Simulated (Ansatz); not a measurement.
Several settings on one geometry of the cluster Si₃Ge (that of the charge 0 singlet, r2SCAN-D4/def2-SVP). Ansatz on 4 threads of Arm Neoverse N1 on a shared host; times are rough.

```xyz
4

Si    0.9500    0.7437    0.0087
Si   -1.2051    1.5963   -0.0456
Si   -0.9752   -0.7106   -0.0175
Ge    1.2303   -1.6294    0.0544
```

Totals from different functionals, basis sets or treatments of relativity can't be compared as stabilities.

The 6-31G sets use Cartesian d functions.

The spins typed aren't always the lowest for that charge.

**Question.** Give the basis size and estimate the energy, ⟨S²⟩ and time of these runs.

| run | method | charge | state | further keys |
| --- | --- | --- | --- | --- |
| 1 | UKS ωB97X/def2-SVP | 0 | singlet | scf: {lower_state_search: full} |
| 2 | RKS PBE0-D4/def2-TZVP | 0 | singlet | scf: {omitted_lower_state_checks: [starts]}; forces asked |
| 3 | UKS B97/6-31G | 1 | doublet | forces asked |

**Answer.** 
```csv
run,functions,energy (Eh),⟨S²⟩,wall time
1,86,-2944.8936,0.00,11 s
2,159,-2944.8425,–,4.1 s
3,68,-2944.4530,0.76,16 s
```
